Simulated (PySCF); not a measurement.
(F3Si)2CH2, CH2F6Si2.
Bonds: Si1–F2, Si1–F3, Si1–F4, Si1–C5, C5–Si6, Si6–F7, Si6–F8, Si6–F9. Hydrogens: H10, H11 on C5.

Method used: PySCF 2.14.0, delta-SCF UKS SCAN, pcX-2 on the ionised atom, pcseg-1 elsewhere, spin-free X2C. These are vertical core ionisation energies against the vacuum level, from separate self-consistent calculations with and without the core hole.

Some binding energies are withheld.

```json
{"atom(s)": "C5", "bonded to": "2 H and 2 Si", "level": "C 1s", "binding energy (eV)": "291.95"}
{"atom(s)": "F2 (×6)", "bonded to": "Si", "level": "F 1s", "binding energy (eV)": "?"}
{"atom(s)": "Si1/Si6", "bonded to": "3 F and C", "level": "Si 1s", "binding energy (eV)": "1850.94"}
{"atom(s)": "Si1/Si6", "bonded to": "3 F and C", "level": "Si 2p3/2", "binding energy (eV)": "?"}
```

Question: Fill in Si 2p3/2 for Si1/Si6.

Answer: 110.59 eV (silicon bonded to C and 3 F), with 2p1/2 at 111.22 eV.

Question: What is the F 1s binding energy of F2 (atom 2) (×6)?

Answer: 693.72 eV (fluorine bonded to Si).

Question: Which photon wavelength matches the Si 2p3/2 of Si1/Si6 threshold?

Answer: λ = hc/E = 12398.42 eV Å / 110.59 eV = 112.112 Å.

Topologically equivalent atoms share the value of their first member; where this conformer doesn't relate them by symmetry, their own values could differ. Spin–orbit and ligand-field terms were added within each 2p shell after the spin-free SCF. 2p1/2 minus 2p3/2 (ligand field included): Si 0.63 eV. Geometry: PBE0-D3(BJ)/def2-SVP; no solvent, vibrations or thermal averaging.

On one thread of an AMD EPYC 9R45, shared host with 96 logical CPUs at a one-minute load of 49, this took 15 s and 0.63 GiB of memory at its peak.
